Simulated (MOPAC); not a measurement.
Input file for MOPAC: PM6 on CH10Ge2 (a complex), monomers drawn apart or pushed together.

```
PM6 1SCF PRECISE CHARGE=0 THREADS=1
CH10Ge2

Ge    -0.18822438 1    -1.40850771 1     0.65348644 1
Ge    -0.36985753 1     0.98919005 1     0.25952059 1
H      0.16948168 1    -2.13197227 1    -0.65748595 1
H     -1.52506734 1    -1.97019722 1     1.16954011 1
H      0.90448815 1    -1.71286358 1     1.69103819 1
H      1.02862300 1     1.61726476 1     0.12085287 1
H     -1.10313402 1     1.68200210 1     1.42010308 1
H     -1.15310441 1     1.25490308 1    -1.03893994 1
C      0.37193893 1     0.27856651 1     3.78913936 1
H     -0.64491002 1     0.18195918 1     3.41146800 1
H      0.78419789 1    -0.71080686 1     3.98046591 1
H      0.98688540 1     0.79061436 1     3.05034567 1
H      0.36085040 1     0.85515858 1     4.71297299 1
```

The log:

```
*******************************************************************************
 **                                                                           **
 **                              MOPAC v23.2.5                                **
 **                                                                           **
 *******************************************************************************
 ** MOPAC's Digital Object Identifier: https://doi.org/10.5281/zenodo.6511958 **
 **                                                                           **
 ** Please cite the open-source release paper for use of this MOPAC version:  **
 ** J. E. Moussa and J. J. P. Stewart (2026)                                  **
 ** MOPAC: An open-source semiempirical molecular orbital program             **
 ** J. Open Source Softw., 11(119), 8025, https://doi.org/10.21105/joss.08025 **
 *******************************************************************************

                              PM6 CALCULATION RESULTS

 *******************************************************************************
 *  PM6        - The PM6 Hamiltonian to be used
 *
 *
 *
 *                 CHARGE ON SYSTEM = 0
 *
 *
 *
 *  PRECISE    - TIGHTER CRITERIA TO BE USED
 *  1SCF       - DO 1 SCF AND THEN STOP
 *  THREADS=1  - MULTI-THREADING NOT USED
 *  T=         - A TIME OF 172800.0 SECONDS REQUESTED
 *  DUMP=N     - RESTART FILE WRITTEN EVERY 7200.0 SECONDS REQUESTED
 *******************************************************************************
PM6 1SCF PRECISE CHARGE=0 THREADS=1
 CH10Ge2

   ATOM   CHEMICAL          X               Y               Z
  NUMBER   SYMBOL      (ANGSTROMS)     (ANGSTROMS)     (ANGSTROMS)

     1      Ge         -0.18822438  *  -1.40850771  *   0.65348644  *
     2      Ge         -0.36985753  *   0.98919005  *   0.25952059  *
     3       H          0.16948168  *  -2.13197227  *  -0.65748595  *
     4       H         -1.52506734  *  -1.97019722  *   1.16954011  *
     5       H          0.90448815  *  -1.71286358  *   1.69103819  *
     6       H          1.02862300  *   1.61726476  *   0.12085287  *
     7       H         -1.10313402  *   1.68200210  *   1.42010308  *
     8       H         -1.15310441  *   1.25490308  *  -1.03893994  *
     9       C          0.37193893  *   0.27856651  *   3.78913936  *
    10       H         -0.64491002  *   0.18195918  *   3.41146800  *
    11       H          0.78419789  *  -0.71080686  *   3.98046591  *
    12       H          0.98688540  *   0.79061436  *   3.05034567  *
    13       H          0.36085040  *   0.85515858  *   4.71297299  *



          CARTESIAN COORDINATES

    NO.       ATOM           X           Y           Z

     1        Ge         -0.1882     -1.4085      0.6535
     2        Ge         -0.3699      0.9892      0.2595
     3         H          0.1695     -2.1320     -0.6575
     4         H         -1.5251     -1.9702      1.1695
     5         H          0.9045     -1.7129      1.6910
     6         H          1.0286      1.6173      0.1209
     7         H         -1.1031      1.6820      1.4201
     8         H         -1.1531      1.2549     -1.0389
     9         C          0.3719      0.2786      3.7891
    10         H         -0.6449      0.1820      3.4115
    11         H          0.7842     -0.7108      3.9805
    12         H          0.9869      0.7906      3.0503
    13         H          0.3609      0.8552      4.7130

 General Reference for PM6:
 "Optimization of Parameters for Semiempirical Methods V: Modification of NDDO Approximations
 and Application to 70 Elements", J. J. P. Stewart, J. Mol. Mod., 13, 1173-1213 (2007)
 URL: https://link.springer.com/article/10.1007/s00894-007-0233-4

           Empirical Formula: C H10 Ge2  =    13 atoms



      MOLECULAR POINT GROUP   :   C1


      RHF CALCULATION, NO. OF DOUBLY OCCUPIED LEVELS = 11


 -------------------------------------------------------------------------------
 PM6 1SCF PRECISE CHARGE=0 THREADS=1
 CH10Ge2



     1SCF WAS SPECIFIED, SO BFGS WAS NOT USED
     SCF FIELD WAS ACHIEVED


                              PM6 CALCULATION
                                                       MOPAC v23.2.5 Linux




          FINAL HEAT OF FORMATION =         18.81358 KCAL/MOL =      78.71601 KJ/MOL


          COSMO AREA              =        150.43 SQUARE ANGSTROMS
          COSMO VOLUME            =        147.57 CUBIC ANGSTROMS

          IONIZATION POTENTIAL    =         10.421708 EV
          HOMO LUMO ENERGIES (EV) =        -10.422 -0.454
          NO. OF FILLED LEVELS    =         11
          MOLECULAR WEIGHT        =        167.2700         POINT GROUP:  C1

          MOLECULAR DIMENSIONS (Angstroms)

            Atom       Atom       Distance
            H    13    H     3     6.14828
            H    11    H     8     4.54245
            H     4    H     6     3.78074


          SCF CALCULATIONS        =          1





   ATOM   CHEMICAL          X               Y               Z
  NUMBER   SYMBOL      (ANGSTROMS)     (ANGSTROMS)     (ANGSTROMS)

     1      Ge         -0.18822438  *  -1.40850771  *   0.65348644  *
     2      Ge         -0.36985753  *   0.98919005  *   0.25952059  *
     3       H          0.16948168  *  -2.13197227  *  -0.65748595  *
     4       H         -1.52506734  *  -1.97019722  *   1.16954011  *
     5       H          0.90448815  *  -1.71286358  *   1.69103819  *
     6       H          1.02862300  *   1.61726476  *   0.12085287  *
     7       H         -1.10313402  *   1.68200210  *   1.42010308  *
     8       H         -1.15310441  *   1.25490308  *  -1.03893994  *
     9       C          0.37193893  *   0.27856651  *   3.78913936  *
    10       H         -0.64491002  *   0.18195918  *   3.41146800  *
    11       H          0.78419789  *  -0.71080686  *   3.98046591  *
    12       H          0.98688540  *   0.79061436  *   3.05034567  *
    13       H          0.36085040  *   0.85515858  *   4.71297299  *

                             CARTESIAN COORDINATES

   1   Ge       -0.188224380    -1.408507710     0.653486440
   2   Ge       -0.369857530     0.989190050     0.259520590
   3    H        0.169481680    -2.131972270    -0.657485950
   4    H       -1.525067340    -1.970197220     1.169540110
   5    H        0.904488150    -1.712863580     1.691038190
   6    H        1.028623000     1.617264760     0.120852870
   7    H       -1.103134020     1.682002100     1.420103080
   8    H       -1.153104410     1.254903080    -1.038939940
   9    C        0.371938930     0.278566510     3.789139360
  10    H       -0.644910020     0.181959180     3.411468000
  11    H        0.784197890    -0.710806860     3.980465910
  12    H        0.986885400     0.790614360     3.050345670
  13    H        0.360850400     0.855158580     4.712972990


           Empirical Formula: C H10 Ge2  =    13 atoms



      MOLECULAR POINT GROUP   :   C1


                  EIGENVALUES
 -25.13150 -19.36623 -18.33386 -13.78729 -13.68923 -13.63694 -12.50842 -12.31254
 -11.50198 -11.45445 -10.42171  -0.45397   2.27862   2.28738   2.49006   2.49737
   3.15808   3.61353   6.01572   6.03866   6.04737   7.26558


              NET ATOMIC CHARGES AND DIPOLE CONTRIBUTIONS

  ATOM NO.   TYPE          CHARGE      No. of ELECS.   s-Pop       p-Pop
    1         Ge          -0.400167        4.4002     1.21696     3.18321
    2         Ge          -0.401211        4.4012     1.21711     3.18410
    3          H           0.131731        0.8683     0.86827
    4          H           0.133245        0.8668     0.86675
    5          H           0.136292        0.8637     0.86371
    6          H           0.133048        0.8670     0.86695
    7          H           0.134748        0.8653     0.86525
    8          H           0.132374        0.8676     0.86763
    9          C          -0.659167        4.6592     1.08066     3.57851
   10          H           0.167529        0.8325     0.83247
   11          H           0.162419        0.8376     0.83758
   12          H           0.167390        0.8326     0.83261
   13          H           0.161768        0.8382     0.83823
 DIPOLE           X         Y         Z       TOTAL
 POINT-CHG.    -0.003    -0.000    -0.013     0.013
 HYBRID         0.001     0.003     0.002     0.004
 SUM           -0.002     0.002    -0.011     0.011


          ATOMIC ORBITAL ELECTRON POPULATIONS

     Atom    s        px        py        pz
    1 Ge   1.21696   1.10448   0.97826   1.10047
    2 Ge   1.21711   1.10337   0.98068   1.10005
    3  H   0.86827
    4  H   0.86675
    5  H   0.86371
    6  H   0.86695
    7  H   0.86525
    8  H   0.86763
    9  C   1.08066   1.19497   1.19119   1.19235
   10  H   0.83247
   11  H   0.83758
   12  H   0.83261
   13  H   0.83823

 **********************
 *                    *
 * JOB ENDED NORMALLY *
 *                    *
 **********************




 == MOPAC DONE ==
```

The run finished.

Cost: very roughly 0.03 core-seconds.
